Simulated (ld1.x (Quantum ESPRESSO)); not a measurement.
# PBE ultrasoft dataset for Ca (Z = 20), scalar-relativistic all-electron reference.

```json
{
  "Element": "calcium (Ca)",
  "Generator": "ld1.x (Quantum ESPRESSO) 7.5",
  "Type": "ultrasoft",
  "Functional": "PBE",
  "Relativity": "scalar-relativistic",
  "Frozen core": "[Ne] 3s2",
  "Valence charge": "8",
  "Reference configuration": "3p6 3d1 4s1 4p0",
  "Partial waves": "4s (bound): rcut 2.25, rcutus 2.80 bohr; 4s channel at 2.6 Ry: rcut 2.25, rcutus 2.80 bohr; 3p (bound): rcut 1.90, rcutus 2.25 bohr; 4p (bound, empty): rcut 1.90, rcutus 2.25 bohr; 3d (bound): rcut 1.90, rcutus 2.65 bohr; 3d channel at 0.35 Ry: rcut 1.90, rcutus 2.65 bohr",
  "Local potential": "all-electron potential smoothed inside 1.75 bohr (lloc = -1)",
  "Core correction": "none",
  "Augmentation charge": "built from norm-conserving waves at rcut, not smoothed further"
}
```

All-electron outer shells of the reference configuration (PBE, scalar-relativistic, ld1.x):

```json
{"shell": "2p", "level (eV)": "-332.21", "outermost node (bohr)": "–", "outermost maximum (bohr)": "0.25"}
{"shell": "3s", "level (eV)": "-44.81", "outermost node (bohr)": "0.45", "outermost maximum (bohr)": "0.99"}
{"shell": "3p", "level (eV)": "-25.88", "outermost node (bohr)": "0.42", "outermost maximum (bohr)": "1.06"}
{"shell": "4s", "level (eV)": "-3.32", "outermost node (bohr)": "1.44", "outermost maximum (bohr)": "3.55"}
{"shell": "4p", "level (eV)": "-1.23", "outermost node (bohr)": "1.66", "outermost maximum (bohr)": "4.79"}
{"shell": "3d", "level (eV)": "-0.76", "outermost node (bohr)": "–", "outermost maximum (bohr)": "1.37"}
```

Does the generator finish with these settings?

No. ld1.x (Quantum ESPRESSO) 7.5 stopped with "run_pseudo: Errors in PS-KS equation": the pseudo-atom solver did not find the valence states with the expected number of nodes, which is the usual sign of a ghost state. Before that it printed "Warning: n=1, l=0 expected 0 nodes, found 1".
